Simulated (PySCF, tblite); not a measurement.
Isomers of C3H5FOSi, one GFN2-xTB conformer each. Single-point energies are computed at PBE0/pcSseg-1 (PySCF, gas phase, no added dispersion term), electronic only.

Task: Rank them by PBE0/pcSseg-1 energy, lowest first (kcal/mol).
A. `[O:1]=[CH:2]/[CH:3]=[C:4](\[F:5])[SiH3:6]` with O1–C2–C3–C4 180°
B. `[O:1]=[C:2]([SiH3:3])/[CH:4]=[CH:5]\[F:6]` with O1–C2–C4–C5 180°
C. `[CH2:1]=[C:2]([CH:3]=[O:4])[SiH2:5][F:6]` with C1–C2–C3–O4 180°, C1–C2–Si5–F6 0°

Result: C (0.0), A (45.0), B (48.6).

As drawn, the lowest has an Si–F bond, which the highest lacks. GFN2-xTB itself gives, in the same order: 0.0, 41.8, 43.5. Both levels put the same isomer lowest; measured from each level's own lowest isomer, the values differ by up to 5.1 kcal/mol (O=C([SiH3])/C=C\F: 43.5 against 48.6).

Task: Which frontier levels, dipoles and rotational constants go with these structures?

Result: 
```
           SMILES  HOMO (eV, PBE0/pcSseg-1)  LUMO (eV)  dipole (D)     A, B, C (MHz)
  C=C(C=O)[SiH2]F                     -7.91      -2.25        2.47  4821, 2094, 1486
O=C/C=C(\F)[SiH3]                     -7.51      -2.08        3.69  7206, 1338, 1143
O=C([SiH3])/C=C\F                     -7.04      -1.97        2.92  3843, 2489, 1538
```

Task: What happens when harmonic zero-point energies from GFN2-xTB frequencies are added?

Result: 
| SMILES | ZPE (kcal/mol) | electronic (kcal/mol) | with ZPE (kcal/mol) |
| --- | --- | --- | --- |
| C=C(C=O)[SiH2]F | 43.1 | 0.0 | 0.0 |
| O=C/C=C(\F)[SiH3] | 41.4 | 45.0 | 43.2 |
| O=C([SiH3])/C=C\F | 41.8 | 48.6 | 47.2 |

The zero-point energies span 1.7 kcal/mol. The order is unchanged.
